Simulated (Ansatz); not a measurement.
Input for Ansatz (a program for electronic structure): R-B97M-V/def2-TZVPP on C2H5BO (SMILES C=CBO).

Ansatz 0.2 input:
```yaml
crystal:
  periodic: [false, false, false]
  atoms:
    - {symbol: C, position_ang: [-1.55312262, -0.04801589, 0.23380159]}
    - {symbol: C, position_ang: [-0.27873718, -0.39533566, 0.43140739]}
    - {symbol: B, position_ang: [0.89222908, 0.50448063, -0.03922930]}
    - {symbol: O, position_ang: [2.19914996, 0.18051190, 0.14620624]}
    - {symbol: H, position_ang: [-1.80531513, 0.88124275, -0.26588482]}
    - {symbol: H, position_ang: [-2.38771512, -0.66196497, 0.55475821]}
    - {symbol: H, position_ang: [-0.08583056, -1.34114985, 0.93929706]}
    - {symbol: H, position_ang: [0.68326195, 1.54087531, -0.59562191]}
    - {symbol: H, position_ang: [2.33607963, -0.66064418, 0.59681770]}
basis:
  gaussian:
    orbitals: def2-TZVPP
hamiltonian:
  xc: {name: B97M-V}
scf: {lower_state_search: off}
```

Problem. What total energy does the run end on?

Solution. -179.3817 hartree.
